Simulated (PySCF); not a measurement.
# Dipole moment and polarisability of `CC(/C=N/[SiH3])=C\C=O`

Species: C5H9NOSi.
Cartesian coordinates in Å at the GFN2-xTB level; atoms count from 1:
```
atom  x, y, z in Å
C1    -1.6811   -1.3988    0.2872
C2    -0.6857   -0.2972    0.3810
C3     0.6815   -0.5743   -0.0621
N4     1.5639    0.3195   -0.1115
Si5    3.2208    0.3592   -0.5575
C6    -0.9799    0.9327    0.8621
C7    -2.2864    1.3355    1.3536
O8    -3.2754    0.6410    1.4060
H9    -2.5257   -1.0867   -0.3259
H10   -2.0901   -1.6213    1.2722
H11   -1.2394   -2.2990   -0.1344
H12    0.8756   -1.6182   -0.3454
H13    3.2366    1.2962   -1.6778
H14    3.8611    0.8878    0.6442
H15    3.8280   -0.9203   -0.9441
H16   -0.1909    1.6699    0.8887
H17   -2.3199    2.3861    1.7032
```

Level: B3LYP/def2-SVPD (PySCF), static field, nuclei fixed, core orbitals frozen in the response. The polarisability tensor in these axes (au):

```
x   145.74  -2.60 -23.59
y    -2.60 100.29  10.72
z   -23.59  10.72  77.69
```

Problem. Give the principal values, the mean and the anisotropy Δα = √{½[(α1 − α2)² + (α2 − α3)² + (α1 − α3)²]}.

Solution. Principal values 67.55, 102.44 and 153.74 au; mean 107.91 au = 15.99 Å³ = 17.79 × 10⁻⁴⁰ C²·m²/J; Δα = 75.09 au (70 % of the mean).

Problem. What is the dipole moment, and where does it point?

Solution. (2.18, -0.85, -0.77) D, 2.47 D in size, pointing from the negative to the positive side. Measured along this direction, the outermost atoms are O8 at the negative end and H15 at the positive end.

Problem. In TDDFT the mean static polarisability is Σ f/ω² over all singlet excitations (ω in hartree). How much of it do the 8 lowest give? Their energies (eV) and oscillator strengths: 2.87, 0.0002; 2.94, 0.0000; 4.34, 0.4178; 5.52, 0.0011; 5.63, 0.0000; 5.80, 0.0691; 5.89, 0.0035; 6.11, 0.0431.

Solution. They add up to 18.93 au, 17.5 % of the 107.91 au; the largest single term is 16.44 au, from the state at 4.34 eV. Terms in order: 0.01, 0.00, 16.44, 0.03, 0.00, 1.52, 0.07, 0.85 au. Higher excitations give the rest. The strengths listed sum to 0.535.

Problem. Rayleigh depolarisation ratio (linearly polarised light, static tensor)?

Solution. ρ = 3Δα²/(45ᾱ² + 4Δα²) = 16914.3/(523995 + 22552.3) = 0.0309.

Problem. What molar refraction does this α imply?

Solution. Lorentz–Lorenz: R = (4π/3)N_A α = 2.5225 cm³/(mol·Å³) × 15.99 Å³ = 40.3 cm³/mol, in the limit of long wavelengths.

Problem. Directions of the eigenvectors, and the extent of the frame along each?

Solution. Largest value along (0.95, -0.11, -0.31), where the nuclei span 7.61 Å; middle along (0.19, 0.95, 0.24), 4.70 Å; least along (0.27, -0.28, 0.92), 2.42 Å. The response follows the extents in order.

Problem. Refractivity n − 1 of an ideal gas of it at 298.15 K and 1 atm, from the electronic α?

Solution. N = p/kT = 2.4615 × 10¹⁹ cm⁻³, so n − 1 = 2π × N × 15.99 × 10⁻²⁴ cm³ = 2473 × 10⁻⁶ at long wavelengths.

Isolated species at its GFN2-xTB geometry (one conformer only).
